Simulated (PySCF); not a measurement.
Electron affinity of Os by level of theory

Os- [Xe] 4f14 5d7 6s2 (4F) → Os [Xe] 4f14 5d6 6s2 (5D), as a difference of total energies. Calculation: PySCF 2.14, in aug-cc-pVDZ-PP with ECP60MDF (5s5p4d2f, 54 functions); scalar relativity through the core potential. Correlated levels: valence: 5s2 5p6 frozen. The calculations carry no spin-orbit coupling.

```
           method  electron affinity (eV)
              UHF                  -0.616
              PBE                   1.255
             PBE0                   0.985
           r2SCAN                   1.024
          r2SCANh                   0.955
            M06-L                   0.850
             MN15                   1.014
          LC-wPBE                   0.655
SCS-MP2 (valence)                   0.554
```

Question: Estimate what LDA gives.

Answer: 1.390 eV, closest to PBE among the rows shown.

Question: Estimate what MP2 (valence) gives.

Answer: 0.513 eV, closest to SCS-MP2 (valence) among the rows shown.

The reference lies between the lowest fine-structure levels, while these numbers refer to the centres of the terms.

Errors of the correlated levels include the incompleteness of this basis and the frozen core.

A negative affinity means that the anion lies above the atom at that level of theory.

In the anion the highest occupied orbital energy is positive at LDA, PBE, PBE0, r2SCAN, r2SCANh, M06-L, MN15, a self-interaction effect; the basis confines that electron, and the energy difference can still be sensible.

For comparison: 1.078 eV (measured; photodetachment measurements, as compiled on the Wikipedia data page of electron affinities).
